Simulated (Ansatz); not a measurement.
A run for Ansatz (a first-principles code): R-BLYP/def2-TZVPP on H6OSi2 (SMILES [SiH3]O[SiH3]).

Ansatz 0.2 input:
```yaml
crystal:
  periodic: [false, false, false]
  atoms:
    - {symbol: Si, position_ang: [-1.56266296, -0.12296705, -0.19425191]}
    - {symbol: O, position_ang: [0.05613922, -0.31743706, -0.33516117]}
    - {symbol: Si, position_ang: [1.57120932, 0.07478340, 0.14329318]}
    - {symbol: H, position_ang: [-2.22540629, -1.02431416, -1.16009152]}
    - {symbol: H, position_ang: [-1.99831660, -0.46043163, 1.18118197]}
    - {symbol: H, position_ang: [-1.93440232, 1.28101632, -0.48778632]}
    - {symbol: H, position_ang: [1.82300554, 1.51556255, -0.09371499]}
    - {symbol: H, position_ang: [2.53011058, -0.73216003, -0.64021195]}
    - {symbol: H, position_ang: [1.74032351, -0.21405235, 1.58674272]}
basis:
  gaussian:
    orbitals: def2-TZVPP
hamiltonian:
  xc: {name: BLYP}
scf: {lower_state_search: off}
```

Program output:

```
WARN ansatz: RAYON_NUM_THREADS=2 ignored (pool sized by the plan → 2); use --threads N
Functional definition: BLYP
these checks for a lower state are left out or cut short: stability, starts, cluster_reference, orbital_swaps, neighbouring_geometries, increment
integrals: 0.11 GiB planned
1081 factors; their error is unknown
mean field: 0.76 GiB planned
mean field evaluation 1: about -17895.2639 eV, gradient 6.6e1 eV
mean field evaluation 2: about -17855.0755 eV, gradient 1.5e2 eV
mean field evaluation 4: about -17902.6328 eV, gradient 3.6e0 eV
mean field evaluation 8: about -17902.6335 eV, gradient 3.4e-2 eV
mean field -17902.63354274 eV, -657.9096478549 hartree, gradient 5.0e-6 eV, S^2 0.000000; 0 other end points of the search recorded, 0 dependent functions left out
reference -17902.63391334 eV, -657.9096614742 hartree; 21, 21 occupied and 178, 178 virtual orbitals, 1081 factors
Total energy: -17902.63391334 eV, -657.9096614742 hartree
Checks for a lower state left out: stability, starts, cluster_reference, orbital_swaps, neighbouring_geometries, increment
```

The run converged.

Cost: around 1.8 core-seconds (rough).
